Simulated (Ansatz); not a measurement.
CH5BInN (`[InH2][B]1CN1`), 9 atoms. Charge 0, multiplicity 1. Correlated methods include outer-core shells of In, which these sets cover unevenly. In takes the def2 core potential. All runs use 2 threads of an Arm Neoverse V2 on a shared host. Correlated methods freeze the cores.

How many basis functions does each run have, and how long does it take in Ansatz? RKS BHLYP-D4/def2-TZVPP energy; RKS ωB97M-V/def2-QZVPP energy; RKS PBE0-D4/def2-TZVP relaxation (14 steps); RHF-CCSD(T)/def2-SVP energy; RKS ωB97M-V/def2-SVP energy; RKS SPW92 (LDA)/def2-TZVPP energy; RKS PBE0-D4/def2-SVP energy; RHF-MP2/def2-QZVPP energy; RKS HSE06 (plane-wave form)-D4/def2-TZVPP energy; RKS PBE0-D4/def2-QZVPP energy; RKS PBE0-D4/def2-TZVP frequencies; RHF-CCSD(T)/def2-TZVPP energy. (Estimate.)

Computed: Other jobs shared the machine, so times are rough.

| level | job | functions | wall time | peak host memory (GiB) |
| --- | --- | --- | --- | --- |
| RKS PBE0-D4/def2-SVP | energy | 93 | 1.2 s | 0.39 |
| RKS SPW92 (LDA)/def2-TZVPP | energy | 213 | 1.4 s | 0.23 |
| RKS HSE06 (plane-wave form)-D4/def2-TZVPP | energy | 213 | 3.5 s | 0.45 |
| RKS BHLYP-D4/def2-TZVPP | energy | 213 | 3.5 s | 0.45 |
| RKS ωB97M-V/def2-SVP | energy | 93 | 5.5 s | 0.39 |
| RHF-CCSD(T)/def2-SVP | energy | 93 | 6 s | 0.39 |
| RKS PBE0-D4/def2-QZVPP | energy | 403 | 8 s | 1 |
| RHF-MP2/def2-QZVPP | energy | 403 | 19 s | 1.9 |
| RKS ωB97M-V/def2-QZVPP | energy | 403 | 21 s | 1.3 |
| RKS PBE0-D4/def2-TZVP | relaxation (14 steps) | 173 | 55 s | 0.39 |
| RHF-CCSD(T)/def2-TZVPP | energy | 213 | 2.1 min | 3.4 |
| RKS PBE0-D4/def2-TZVP | frequencies | 173 | 2.4 min | 0.39 |
